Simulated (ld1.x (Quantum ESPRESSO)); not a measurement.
**Varying the PAW potential for gallium**

Base potential:

ld1.x (Quantum ESPRESSO) 7.5 input, shortened:

```
&input
   title='Ga', zed=31., rel=1, dft='PBESOL', iswitch=3,
   config='[Ar] 3d10 4s2 4p1'
 /
 &inputp
   pseudotype=3, lpaw=.true., tm=.true., lloc=-2, rcloc=1.10,
   nlcc=.true., new_core_ps=.true., rcore=0.70,
   which_augfun='BESSEL', rmatch_augfun=0.65
 /
6
4S  1  0   2.00   0.00  1.75  2.30  0.0
4S  1  0   0.00  -0.20  1.75  2.30  0.0
4P  2  1   1.00   0.00  2.50  3.20  0.0
4P  2  1   0.00   1.30  2.50  3.20  0.0
3D  3  2  10.00   0.00  0.75  0.80  0.0
3D  3  2   0.00   0.85  0.75  0.80  0.0
 &test
   configts(1)='3d10 4s2 4p1'
 /
```

Cutoffs, loose and tight: the cutoffs (Ry, on a coarse ladder) from which the occupation-weighted sum of valence levels, in a spherical-Bessel basis at the reference potential, stays within 10 and 1 mRy of its value at 400 Ry. They do not see the model core or the augmentation charge, which bear on the density cutoff. Test errors are all-electron minus pseudo excitation energies from the reference, over the configurations 3d10 4s2 4p0; 3d10 4s1 4p0; 3d10 4s0 4p0; 3d10 4s2 4p1.3; 3d10 4s1 4p2; 3d10 4s2 4p0.5; 3d9 4s0 4p0. A dash means not determined; rows that change the core or the reference have their own tests.

Cutoffs are not given where the Bessel-basis levels miss the radial ones by over 6 mRy, ghosts where they miss by over 20 mRy; a channel whose overlap is not positive is not tested.

A file whose overlap is not positive is unfit for use, and its test errors describe a broken file.

| change | outcome | cutoff, loose | cutoff, tight | bound ghosts | largest test error (meV) |
| --- | --- | --- | --- | --- | --- |
| base | generated, overlap not positive | – | – | not determined (overlap not positive) | +459 |
| waves 4s (bound): rcut 1.75, rcutus 3.46 bohr; 4s channel at -0.2 Ry: rcut 1.75, rcutus 3.46 bohr | generated, overlap not positive | – | – | not determined (overlap not positive) | +956 |
| waves 4p (bound): rcut 2.50, rcutus 4.90 bohr; 4p channel at 1.3 Ry: rcut 2.50, rcutus 4.90 bohr | generated | 260 Ry | over 300 Ry | none | test run stopped at test 1 of 7 (negative rho) |
| functional Wu–Cohen | generated, overlap not positive | – | – | not determined (overlap not positive) | +448 |
| local potential all-electron potential smoothed inside 3.18 bohr (lloc = -2) | generated | 260 Ry | over 300 Ry | none | -446 |
| waves 3d (bound): rcut 0.56, rcutus 0.60 bohr; 3d channel at 0.85 Ry: rcut 0.56, rcutus 0.60 bohr | failed: new_paw_hamiltonian: negative rho | – | – | – | – |
| core [Ne], valence charge 21; reference 3s2 3p6 3d10 4s2 4p1; waves now 3s (bound): rcut 0.85, rcutus 1.00 bohr; 4s (bound): rcut 0.85, rcutus 1.00 bohr; 3p (bound): rcut 1.10, rcutus 1.25 bohr; 4p (bound): rcut 1.10, rcutus 1.25 bohr; 3d (bound): rcut 1.15, rcutus 1.35 bohr; 3d channel at 0.85 Ry: rcut 1.15, rcutus 1.35 bohr; local potential all-electron potential smoothed inside 0.80 bohr (lloc = -1); core correction Bessel-smoothed model core inside 1.05 bohr; augmentation BESSEL, radius 0.60 bohr | generated, overlap not positive | – | – | not determined (overlap not positive) | +2.0 over the solved tests; test run stopped at test 5 of 7 (negative rho), 1 before it not solved |
| augmentation BESSEL, radius 0.70 bohr | generated, overlap not positive | – | – | not determined (overlap not positive) | +454 |

Q: What comes out with this change to the base: all radii but the core radius scaled by about 1.26 (s 2.90, p 4.04, d 1.00 bohr, rcut 2.20/3.16/0.94); local potential all-electron potential smoothed inside 1.38 bohr (lloc = -2); augmentation BESSEL, radius 0.82 bohr?

A: outcome: generated; cutoff, loose: 160 Ry; cutoff, tight: 260 Ry; bound ghosts: none; largest test error (meV): +567.
